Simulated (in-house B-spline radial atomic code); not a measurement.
Au⁺: [Xe] 4f13 5d10 9g1 (an excited or competing configuration)

Computed with an all-electron radial atomic-structure program (B-spline basis): Dirac-Hartree-Fock, average of configuration, Fermi nucleus of rms radius 5.4371 fm.

Effective charges: Z_r = [3n² - l(l+1)]/(2<r>) from the radius, Z_e = n√(-2ε) from the energy, and Slater's rules. Values are occupation-weighted means over j. An effective charge above Z reflects the relativistic contraction of the inner shells.

| shell | electrons | ε (eV) | <r> (bohr) | Z_r | Z_e | Slater |
| --- | --- | --- | --- | --- | --- | --- |
| 1s | 2 | -81291 | 0.01687 | 88.93 | 77.30 | 78.70 |
| 2s | 2 | -14517 | 0.07043 | 85.19 | 65.33 | 74.85 |
| 2p | 6 | -12668 | 0.06374 | 78.45 | 61.03 | 74.85 |
| 3s | 2 | -3522.7 | 0.183 | 73.79 | 48.27 | 67.75 |
| 3p | 6 | -2969.7 | 0.1839 | 67.99 | 44.32 | 67.75 |
| 3d | 10 | -2323.4 | 0.1678 | 62.58 | 39.20 | 57.85 |
| 4s | 2 | -827.67 | 0.4059 | 59.12 | 31.20 | 51.25 |
| 4p | 6 | -640.64 | 0.4299 | 53.50 | 27.45 | 51.25 |
| 4d | 10 | -399.07 | 0.455 | 46.16 | 21.66 | 39.85 |
| 5s | 2 | -153.71 | 0.9304 | 40.31 | 16.81 | 22.20 |
| 4f | 13 | -136.59 | 0.4871 | 36.95 | 12.67 | 28.80 |
| 5p | 6 | -100.46 | 1.059 | 34.48 | 13.59 | 22.20 |
| 5d | 10 | -34.528 | 1.437 | 24.01 | 7.97 | 8.85 |
| 9g | 1 | -0.67197 | 55.74 | 2.00 | 2.00 | - |

The least bound orbital is 9g7/2 at -0.672 eV, and it is also the most diffuse (<r> = 55.74 bohr). The part-filled 4f shell lies below the filled 5d shell in orbital energy.

Spin-orbit splittings of the orbital energies (j = l + 1/2 above j = l - 1/2 when positive): 2p 1839 eV, 3p 411.3 eV, 3d 87.52 eV, 4p 100.6 eV, 4d 19.07 eV, 4f 4.083 eV, 5p 17.92 eV, 5d 2.01 eV, 9g -5.623e-06 eV.

For the 1s electron the small component carries 9 % of the norm, the zero-frequency Breit interaction raises the level by 302.8 eV, self-energy by 193.7 eV, and vacuum polarisation lowers it by 39.49 eV.
